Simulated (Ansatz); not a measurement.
The cluster B8H13⁻: single points at one geometry.

```yaml
crystal:
  periodic: [false, false, false]
  atoms:
    - {symbol: B, position_ang: [1.172210, -0.550155, -0.075274]}
    - {symbol: B, position_ang: [0.557467, 0.803254, -1.034743]}
    - {symbol: B, position_ang: [-0.194282, -1.598992, 0.560347]}
    - {symbol: B, position_ang: [-1.801886, -1.261073, -0.265931]}
    - {symbol: B, position_ang: [0.495192, -0.378182, 1.589252]}
    - {symbol: B, position_ang: [0.783277, 0.961596, 0.659182]}
    - {symbol: B, position_ang: [-0.270741, -0.897189, -1.089498]}
    - {symbol: B, position_ang: [0.386840, 2.425218, -0.174460]}
    - {symbol: H, position_ang: [-2.380484, -2.195731, -0.786377]}
    - {symbol: H, position_ang: [0.875740, -0.447922, 2.729757]}
    - {symbol: H, position_ang: [1.164767, 3.166777, -0.723752]}
    - {symbol: H, position_ang: [-1.553350, -1.652208, 0.940649]}
    - {symbol: H, position_ang: [1.307021, 1.022841, -1.947961]}
    - {symbol: H, position_ang: [-0.044574, -1.445349, -2.140243]}
    - {symbol: H, position_ang: [1.178477, 2.131348, 1.014360]}
    - {symbol: H, position_ang: [2.279521, -0.982582, -0.265540]}
    - {symbol: H, position_ang: [-2.465954, -0.272664, 0.001992]}
    - {symbol: H, position_ang: [0.125382, -2.763640, 0.668865]}
    - {symbol: H, position_ang: [-0.653045, 0.403555, -1.354374]}
    - {symbol: H, position_ang: [-0.604184, 2.926389, 0.312003]}
    - {symbol: H, position_ang: [-0.357396, 0.604708, 1.381747]}
basis:
  gaussian: {orbitals: def2-TZVPD}
total_charge: -1
magnetization: {spin_polarized: true, initial_magnetization: 2}
hamiltonian: {xc: pbe0, dispersion: d4}
scf: {omitted_lower_state_checks: [starts]}
output: {orbitals: {seedname: orbitals}}
```

The file start.molden holds the orbitals of an earlier run on this structure, at another level or in another basis.

```sh
$ ansatz run in.yaml --threads 4 --pin off --events-out ev --progress --plain --max-ram 4787MiB
```

Shortened log:

```
Functional definition: PBE0
1983 factors; their error is unknown
mean field evaluation 1: about -5608.1705 eV, gradient 3.2e1 eV
mean field evaluation 2: about -5599.3575 eV, gradient 4.8e1 eV
mean field evaluation 4: about -5614.7860 eV, gradient 3.7e0 eV
mean field evaluation 8: about -5614.8838 eV, gradient 1.6e-1 eV
mean field evaluation 16: about -5614.8659 eV, gradient 1.3e-3 eV
mean field -5614.86593847 eV, -206.3425173458 hartree, gradient 5.9e-5 eV, S^2 2.011813; 0 other end points of the search recorded, 0 dependent functions left out
reference -5614.86601941 eV, -206.3425203203 hartree; 28, 26 occupied and 385, 387 virtual orbitals, 1983 factors
Total energy: -5615.42190393 eV, -206.3629486996 hartree
Checks for a lower state left out: starts
```

Hardware: 4 threads of Arm Neoverse V2 on a shared host. Wall time 27 s, peak host memory 1.6 GiB.

First input, but with `gaussian: {orbitals: def2-TZVPD, initial_orbitals: start.molden}`, `hamiltonian: {xc: r2scan, dispersion: d4}` (abridged; 28 s):

```
Functional definition: r2SCAN
mean field -5619.13565708 eV, -206.4994266106 hartree, gradient 2.2e-5 eV, S^2 2.015707
Total energy: -5619.30237511 eV, -206.5055533852 hartree
Checks for a lower state left out: starts
```

The first input with `gaussian: {orbitals: def2-TZVPD, initial_orbitals: start.molden}`, `hamiltonian: {xc: pbe, dispersion: d4}` (abridged; 15 s):

```
Functional definition: PBE
mean field -5613.19547696 eV, -206.2811290176 hartree, gradient 8.1e-6 eV, S^2 2.005689
Total energy: -5613.84972988 eV, -206.3051723690 hartree
Checks for a lower state left out: starts
```

Geometry: r2SCAN-D4/def2-SVPD, that of the charge -1 singlet.

At PBE0-D4/def2-TZVPD, r2SCAN-D4/def2-TZVPD, PBE-D4/def2-TZVPD the highest occupied level of the charge -1 triplet lies above zero (up to 1.57 eV). By energy differences its removal costs 0.75 eV (vertical, to the charge 0 doublet, at PBE-D4/def2-TZVPD); a positive level beside a positive removal energy at the same level points to self-interaction error. At PBE0-D4/def2-TZVPD a singlet of charge -1 lies 2.79 eV below the triplet at the same geometry. The structure comes from a short search, and lower isomers may exist.
